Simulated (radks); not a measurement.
The rhenium ion Re2+, [Xe] 4f14 5d5. All-electron calculation, non-relativistic Kohn-Sham, LDA (Slater exchange, Perdew-Wang correlation), spin-polarised, spherical densities, point nucleus. Program: a radial shooting solver on a logarithmic mesh with Libxc functionals. Every spin shell is full or empty, so the densities are truly spherical. Functionals are evaluated on that one density, not self-consistently. Rank these exchange functionals by their error against the exact value of the orbitals, and give that value: LDA, B88, PBEsol, RPBE, WC, AM05, EV93, APBE, revTPSS, MS2, MVS.

Answer. Exact: -309.587 hartree. From best to worst, with 100 (|E| - |E exact|)/|E exact| (equal figures are ties): RPBE -0.12, MVS +0.14, B88 +0.16, APBE +0.35, EV93 -0.40, WC -0.55, MS2 -0.58, revTPSS -0.82, PBEsol -1.75, AM05 -3.61, LDA -3.83.
